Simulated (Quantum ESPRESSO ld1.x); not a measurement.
The numbers below are computed, except where a source is named.
All-electron atom: Ar V in [Ne] 3s2 3p2. Level of theory: non-relativistic Kohn-Sham, LDA (Slater exchange, Perdew-Wang correlation), spin-polarised, spherical densities, point nucleus; open shells are filled with parallel spins first (ld1.x of Quantum ESPRESSO 7.5). Some entries of the table are withheld. Estimate them.

| orbital | occ. | eigenvalue (eV) | <r> (bohr) |
|---|---|---|---|
| 1s up | 1 | -3167.61 | 0.08641 |
| 1s down | 1 | -3166.98 | 0.08640 |
| 2s up | 1 | -361.726 | 0.4167 |
| 2s down | 1 | -361.045 | 0.4162 |
| 2p up | 3 | -298.211 | 0.3764 |
| 2p down | 3 | -297.376 | 0.3760 |
| 3s up | 1 | (1) | 1.256 |
| 3s down | 1 | (2) | 1.263 |
| 3p up | 2 | -66.8543 | 1.329 |
| 3p down | 0 | -63.7693 | 1.343 |

Answer. 
(1) 3s up eigenvalue (eV): -82.5325
(2) 3s down eigenvalue (eV): -79.3247
